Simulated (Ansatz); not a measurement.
One change: `OBC=S` becomes `[OH][AlH][CH]=S`.

Ansatz, PBE0-D4/def2-TZVP geometries, multiplicity 1. Each molecule was computed in one conformer, which needn't be the lowest.

```
                                        property  `OBC=S`
           HOMO energy (ωB97M-V/def2-TZVPP) / eV    -8.66
size of the dipole moment (B3LYP/def2-TZVPP) / D     2.50
           HOMO–LUMO gap (B3LYP/def2-TZVPP) / eV     2.99
             HOMO energy (B3LYP/def2-TZVPP) / eV    -6.21
           LUMO energy (ωB97M-V/def2-TZVPP) / eV    -0.86
         HOMO–LUMO gap (ωB97M-V/def2-TZVPP) / eV     7.80
```

**Question.** What does the change do to each property? (Estimate.)

**Answer.** Ansatz gave: 
| property | `[OH][AlH][CH]=S` | shift |
| --- | --- | --- |
| HOMO energy (ωB97M-V/def2-TZVPP) / eV | -8.58 | 0.08 |
| size of the dipole moment (B3LYP/def2-TZVPP) / D | 1.28 | -1.22 |
| HOMO–LUMO gap (B3LYP/def2-TZVPP) / eV | 2.94 | -0.05 |
| HOMO energy (B3LYP/def2-TZVPP) / eV | -6.21 | 0.00 |
| LUMO energy (ωB97M-V/def2-TZVPP) / eV | -0.96 | -0.10 |
| HOMO–LUMO gap (ωB97M-V/def2-TZVPP) / eV | 7.62 | -0.18 |

Dipoles are sizes alone; their direction can turn.

B3LYP here is the variant with VWN-RPA as its local correlation; programs differ in this.
